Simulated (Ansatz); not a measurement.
`CC(C)(C)N([SiH3])[SiH3]` and `CC(C)(C)O[Si]O` differ in one atom or group.

Ansatz, PBE0-D4/def2-TZVP geometries, multiplicity 1. Each molecule was computed in one conformer, which needn't be the lowest.

| property | `CC(C)(C)N([SiH3])[SiH3]` |
| --- | --- |
| HOMO–LUMO gap (PBE0/def2-TZVPP) / eV | 7.27 |
| LUMO energy (PBE/def2-TZVPP) / eV | -0.54 |
| LUMO energy (B3LYP/def2-TZVPP) / eV | 0.13 |
| HOMO energy (B3LYP/def2-TZVPP) / eV | -6.74 |
| HOMO energy (ωB97M-V/def2-TZVPP) / eV | -9.23 |
| HOMO energy (PBE0/def2-TZVPP) / eV | -6.95 |

(1) What does the change do to each property? (Best estimate.)

Answers

(1) Ansatz gave: 
| property | `CC(C)(C)O[Si]O` | shift |
| --- | --- | --- |
| HOMO–LUMO gap (PBE0/def2-TZVPP) / eV | 5.82 | -1.45 |
| LUMO energy (PBE/def2-TZVPP) / eV | -1.74 | -1.20 |
| LUMO energy (B3LYP/def2-TZVPP) / eV | -1.12 | -1.25 |
| HOMO energy (B3LYP/def2-TZVPP) / eV | -6.57 | 0.17 |
| HOMO energy (ωB97M-V/def2-TZVPP) / eV | -8.93 | 0.30 |
| HOMO energy (PBE0/def2-TZVPP) / eV | -6.75 | 0.20 |

With PBE0 the HOMO rises by 0.20 eV and the LUMO falls by 1.24 eV, so the gap narrows by about 1.44 eV. PBE moves the HOMO by 0.07 eV and ωB97M-V by 0.30 eV.

B3LYP here is the variant with VWN-RPA as its local correlation; programs differ in this.
